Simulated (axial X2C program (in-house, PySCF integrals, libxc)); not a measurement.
Bond lengths and stretching modes, held linear, of NInN

Computed with an in-house all-electron X2C program for linear molecules (integrals from PySCF): two-component X2C with atomic mean-field Coulomb and Gaunt terms, Gaussian nuclei, basis N dyall-av3z, In dyall-v3z with contracted cores. Spin-free rows use the one-electron spin-free X2C Hamiltonian.

Masses N 14.003, In 114.904, N 14.003 u. States: 2c Ω = 5/2 (beyond evenly filled blocks: ω = -1/2, 2 × ω = 3/2); spin-free M_S = 3/2, Λ = 1 (beyond evenly filled blocks: 2 × π+α, π+β, 2 × π-α).

PBE0, 2c: energies above the lowest point

```csv
r(N–In) (Å),r(In–N) (Å),E (meV)
1.9442,1.9442,47.39
1.9442,1.9940,19.60
1.9442,2.0438,27.36
1.9940,1.9442,19.60
1.9940,1.9940,0.00
1.9940,2.0438,15.73
1.9940,2.0937,57.20
2.0438,1.9442,27.36
2.0438,1.9940,15.73
2.0438,2.0438,39.74
2.0937,1.9940,57.20
2.0937,2.0937,147.31
```

Q: Fit a quadratic surface with cubic terms in each bond: where is the minimum, and what are the two stretching wavenumbers?

A: At PBE0, 2c: bonds 1.994 and 1.994 Å; harmonic stretches 515.9 and 584.5 cm⁻¹; force constants 2.29, 2.29 and coupling 0.53 mdyn/Å.

The other levels and Hamiltonians give:

```json
{"Hamiltonian": "2c", "level": "r2SCAN", "r(N–In) (Å)": "2.007", "r(In–N) (Å)": "2.007", "lower stretch (cm⁻¹)": "565.5", "upper stretch (cm⁻¹)": "579.5"}
{"Hamiltonian": "spin-free", "level": "PBE0", "r(N–In) (Å)": "1.995", "r(In–N) (Å)": "1.995", "lower stretch (cm⁻¹)": "507.2", "upper stretch (cm⁻¹)": "585.3"}
{"Hamiltonian": "spin-free", "level": "HF", "r(N–In) (Å)": "2.050", "r(In–N) (Å)": "2.050", "lower stretch (cm⁻¹)": "484.9", "upper stretch (cm⁻¹)": "512.1"}
{"Hamiltonian": "spin-free", "level": "r2SCAN", "r(N–In) (Å)": "2.008", "r(In–N) (Å)": "2.008", "lower stretch (cm⁻¹)": "565.5", "upper stretch (cm⁻¹)": "579.1"}
```

Each state is one determinant, the lowest of a limited PBE0 search; the stretches come from a fit to these few points and carry an uncertainty of a few per cent. Other orders of the atoms were not compared. Left out for rough or failed fits: HF 2c, MP2 2c, MP2 spin-free. The molecule was held linear; bending was not examined, so a bent shape may lie lower. Note: functional without a current term on a determinant with orbital currents, of the molecule or an atom. Note: several unpaired electrons, one determinant need not be a pure state.
